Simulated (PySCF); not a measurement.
Two-component Hartree-Fock for C (carbon, neutral)

Start: [He] 2s2 2p1 3d1; 2p3/2 filled at m_j = +3/2; 3d5/2 filled at m_j = +5/2. Calculated with PySCF 2.14 in x2c-TZVPall-2c with one added diffuse shell each of s, p, d type (6s4p3d1f, 40 functions): generalised Hartree-Fock with the X2C-1e Hamiltonian and a Gaussian nucleus; one run each with spin-orbit coupling (SO) switched off, then screened by Boettger's factors. This is a chosen level, not necessarily the ground level.

| spinor shell | electrons | ε, spin-free (eV) | ε, screened SO (eV) | weight of nominal j (screened SO) | rms radius, screened SO (bohr) |
| --- | --- | --- | --- | --- | --- |
| 1s1/2 | 2 | -317.30 | -317.31 | 1.000 | 0.311 |
| 2s1/2 | 2 | -24.592 | -24.593 | 1.000 | 1.62 |
| 2p3/2 | 1 | -17.955 | -17.952 | 1.000 | 1.72 |
| 3d5/2 | 1 | 1.111 | 1.110 | 1.000 | 4.30 |

| quantity | spin-free | screened SO |
| --- | --- | --- |
| E (hartree) | -37.26510 | -37.26499 |
| M_J | 4 | 4 |
| ⟨J²⟩ | 20.008 | 20.008 |
| ⟨L²⟩ | 12.006 | 12.006 |
| ⟨S²⟩ | 2.002 | 2.002 |

At GHF the highest occupied level has a positive energy, so only the finite basis holds that electron; for this excited configuration the basis is too tight for the outer shell.

Each row is a mean over spinors that exchange with the open shell spreads, by up to 3.676 eV (2s1/2).

Without spin-orbit coupling the j labels of p, d and f shells carry no meaning; the spin-free column gives the mean over the occupied spinors of each nl shell.
